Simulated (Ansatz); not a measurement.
ClH5O2Si2 (`O[SiH2]O[SiH2]Cl`). The species carries charge 0 and has multiplicity 1. Geometry: relaxed with PBE0-D4/def2-TZVP. It is one conformer, not always the lowest.

```xyz
10

O    -0.853    0.506   -1.824
Si    0.120   -0.688   -1.275
O     0.099   -0.787    0.365
Si    0.015    0.119    1.703
Cl    0.423    2.086    1.229
H    -0.594    1.413   -1.650
H    -0.429   -1.949   -1.807
H     1.528   -0.463   -1.686
H     1.038   -0.323    2.672
H    -1.347    0.086    2.274
```

(1) What is the dipole moment at ωB97M-V/def2-TZVPP? (Estimate.)

(2) And with PBE, r2SCAN, B3LYP? (Estimate.)

(3) Give the Mulliken charges with ωB97M-V, r2SCAN, PBE in def2-TZVPP. (Best estimate.)

Answers

(1) The calculation gave: 0.66 D, with components (0.43, 0.01, 0.49) D in this frame, pointing from negative to positive charge.

(2) Ansatz gave: PBE 0.58 D, r2SCAN 0.61 D, B3LYP 0.67 D.

(3) Computed: 
```
atom  ωB97M-V  r2SCAN    PBE
  O1    -0.38   -0.41  -0.35
 Si2     0.50    0.61   0.49
  O3    -0.39   -0.42  -0.31
 Si4     0.45    0.60   0.47
 Cl5    -0.24   -0.28  -0.24
  H6     0.18    0.20   0.19
  H7    -0.03   -0.08  -0.07
  H8    -0.05   -0.10  -0.09
  H9    -0.02   -0.07  -0.05
 H10    -0.02   -0.07  -0.05
```

B3LYP here is the variant with VWN-RPA as its local correlation; programs differ in this.
